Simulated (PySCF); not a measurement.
Computed IR spectrum (relative IR intensity) of a molecule F2H4OSi2. Coordinates come from a B3LYP-D3(BJ)/def2-SVP optimisation. The values are those of a single conformer. All values below come from PySCF 2.14.0 with B3LYP-D3(BJ)/def2-SVP. Frequencies are harmonic and unscaled.

Lines under 2 % of the strongest are left out, and lines within 2 cm⁻¹ are merged.

```
ν (cm⁻¹)  relative intensity
--------  ------------------
128                      2.3
200                       16
288                       15
308                      6.4
337                       25
480                       18
537                      8.6
749                       34
840                      100
909                      8.5
924                       10
936                      4.3
945                       39
973                       45
2228                     9.6
2238                      44
3856                      31
```

Which structure fits?
A) O[Si](F)(F)[SiH3]
B) F[SiH](F)O[SiH3]
C) F[SiH2]O[SiH2]F
D) O[SiH2][SiH](F)F

A, O[Si](F)(F)[SiH3]
